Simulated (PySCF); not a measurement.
Computed XPS line lists of a few unrelated compounds.

Method: delta-SCF UKS SCAN, pcX-2 on the ionised atom, pcseg-1 elsewhere, spin-free X2C in PySCF 2.14.0. Geometries: PBE0-D3(BJ)/def2-SVP; isolated species, one conformer each.

Line lists (1s up to Mg, 2p3/2 beyond; areas count atoms within a level, one atom standing for each set equivalent by bonding):
1. C 1s: 291.05 (area 1), 291.07 (area 1), 292.17 (area 1), 292.18 (area 1), 293.37 (area 1) eV; O 1s: 537.51 (area 1), 540.65 (area 1) eV
2. C 1s: 291.94 (area 1), 292.63 (area 1) eV; N 1s: 405.61 eV
3. B 1s: 198.53 eV; Cl 2p3/2: 206.89 eV

Structures:
A. `O=Cc1ccoc1`
B. `ClB(Cl)B(Cl)Cl`
C. `C1N=C1`

Task: Match each list to its structure.

Result: 
- 1 = A: no other candidate has this set of levels. C 1s: 291.05 substituted aromatic carbon, 291.07 aromatic CH carbon, 292.17 aromatic CH next to a ring oxygen, 292.18 aromatic CH next to a ring oxygen, 293.37 aldehyde carbon; O 1s: 537.51 aldehyde oxygen, 540.65 furan-type oxygen.
- 2 = C: no other candidate has this set of levels. C 1s: 291.94 sp3 carbon bound to nitrogen, 292.63 C=N carbon; N 1s: 405.61 C=N nitrogen.
- 3 = B: no other candidate has this set of levels. B 1s: 198.53 three-coordinate boron (×2); Cl 2p3/2: 206.89 chlorine bonded to B (×4).

The 2p values add to the ΔSCF energy of one spin-free hole a correction within the shell (spin–orbit coupling, ligand field). 2 of these hole states are spin-contaminated (⟨S²⟩ up to 0.94, against 0.75; counted from 0.85) and less certain.
